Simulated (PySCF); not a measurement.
## Excitation energy of Br by level of theory

Br [Ar] 3d10 4s2 4p5 (2P) → Br [Ar] 3d10 4s1 4p6 (2S), as a difference of total energies. Computed with PySCF 2.14 in aug-cc-pVTZ-PP with ECP10MDF, with scalar relativity through the core potential. Correlated levels: valence: 3s2 3p6 3d10 frozen. The calculations carry no spin-orbit coupling.

```
           method  excitation energy (eV)
              UHF                  15.124
    MP2 (valence)                  13.063
SCS-MP2 (valence)                  12.837
   CCSD (valence)                  11.491
CCSD(T) (valence)                  10.272
```

Question: How much does correlation contribute at CCSD(T) (valence)?

Answer: 10.272 − (15.124) = -4.852 eV, measured against UHF.

The upper state lies above the first ionisation limit, where it may autoionise and the basis confines it.

The coupled-cluster amplitudes are large for the upper state (T1 above 0.03 or a double amplitude above 0.15), so a single reference is strained.
